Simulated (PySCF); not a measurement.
Substituent chemical shifts

Parent skeleton `[CH3:1][SiH2:2][CH:3]([F:4])[C:5]#[C:6][SiH3:7]`; one hydrogen on atom 7 is replaced by X. Hydrogens on one atom are averaged.

- coordinates at the GFN2-xTB level
- shielding tensors at PBE0/pcSseg-1 (GIAO)
- run in PySCF 2.14
- no solvent, one conformer, non-relativistic Hamiltonian, one averaged value for each set of equivalent atoms

Shifts are taken against calculated references (same method and geometry level): TMS for ¹³C (σ = 186.93 ppm), ²⁹Si (σ = 349.16 ppm), ¹H (σ = 31.72 ppm); CFCl3 for ¹⁹F (σ = 170.95 ppm).

Known members:
```csv
X,C1,Si2,C3,F4,C5,C6,Si7,H(C1),H(Si2)
PH2,-8.3,-37.9,80.3,-250.7,115.7,97.5,-75.5,0.29,4.32
CHO,-8.6,-36.7,80.7,-250.8,117.0,93.4,-83.0,0.23,4.34
OCHO,-8.6,-36.4,80.4,-250.9,113.7,97.5,-47.1,0.25,4.39
SSiH3,-10.8,-37.7,79.8,-252.8,115.6,97.5,-53.1,0.60,4.34
OH,-8.6,-38.0,80.5,-250.7,110.4,102.5,-50.6,0.20,4.31
```

Four more derivatives gave (δ, ppm):
```tsv
compound	C1	Si2	C3	F4	C5	C6	Si7	H(C1)	H(Si2)
1	-11.0	-39.0	79.8	-250.0	109.4	104.1	-62.9	0.44	4.25
2	-10.5	-37.4	80.0	-251.3	113.6	99.0	-51.5	0.53	4.32
3	-10.7	-39.0	80.1	-249.9	110.8	99.4	-94.2	0.56	4.29
4	-11.0	-38.3	80.3	-252.6	114.8	98.3	-87.7	0.48	4.30
```

**Question.** Their substituents are COCH3, NHCH3, SCH3, propynyl. Which is which?

**Answer.** 1: X = NHCH3 (CN[SiH2]C#C[C@H](F)[SiH2]C); 2: X = SCH3 (C[SiH2][C@H](F)C#C[SiH2]SC); 3: X = propynyl (CC#C[SiH2]C#C[C@@H](F)[SiH2]C); 4: X = COCH3 (C[SiH2][C@H](F)C#C[SiH2]C(C)=O).

Unscaled 19F shifts against computed CFCl3 carry errors that often reach 10 to 50 ppm.
